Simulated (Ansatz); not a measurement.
C2H9GeNSi, SMILES `C=C[SiH2][NH][GeH3]`, 14 atoms. Total charge 0; spin multiplicity 1. Correlated methods freeze the filled d shell of Ge. Scalar relativity is left out up to krypton. All runs use 2 threads of an AMD EPYC 7R13 on a shared host and a share of an NVIDIA H100 80 GB. Correlated methods freeze the cores.

(1) How many basis functions does each run have, and how long does it take in Ansatz? direct RPA on PBE orbitals/def2-TZVPP energy; RKS ωB97M-V/def2-SVP energy; RHF-MP2/def2-QZVPP energy; RHF-CCSD(T)/def2-TZVPP energy; RKS PBE0-D4/def2-TZVPP energy; RHF-CCSD(T)/def2-SVP energy; RKS ωB97M-V/def2-QZVPP energy; RKS r2SCANh-D4/def2-TZVPP energy; RKS ωB97M-V/def2-TZVPP energy and forces; RKS PBE0-D4/def2-SVP energy; RKS PBE0-D4/def2-QZVPP energy; RKS B3LYP-D4/def2-TZVPP energy and forces. (An estimate is asked.)

Answers

(1) Ansatz gave: Other jobs shared the machine, so times are rough.

| level | job | functions | wall time | peak host memory (GiB) |
| --- | --- | --- | --- | --- |
| RHF-CCSD(T)/def2-TZVPP | energy | 309 | 15 s | 0.85 |
| RHF-CCSD(T)/def2-SVP | energy | 137 | 16 s | 0.79 |
| RKS PBE0-D4/def2-TZVPP | energy | 309 | 18 s | 0.85 |
| direct RPA on PBE orbitals/def2-TZVPP | energy | 309 | 19 s | 1.4 |
| RKS r2SCANh-D4/def2-TZVPP | energy | 309 | 21 s | 0.88 |
| RKS B3LYP-D4/def2-TZVPP | energy and forces | 309 | 21 s | 0.92 |
| RKS PBE0-D4/def2-SVP | energy | 137 | 22 s | 0.79 |
| RKS ωB97M-V/def2-QZVPP | energy | 600 | 24 s | 1.3 |
| RKS PBE0-D4/def2-QZVPP | energy | 600 | 30 s | 1.1 |
| RKS ωB97M-V/def2-SVP | energy | 137 | 34 s | 0.86 |
| RHF-MP2/def2-QZVPP | energy | 600 | 39 s | 1.2 |
| RKS ωB97M-V/def2-TZVPP | energy and forces | 309 | 39 s | 2 |

B3LYP here is the variant with VWN-RPA as its local correlation; programs differ in this.
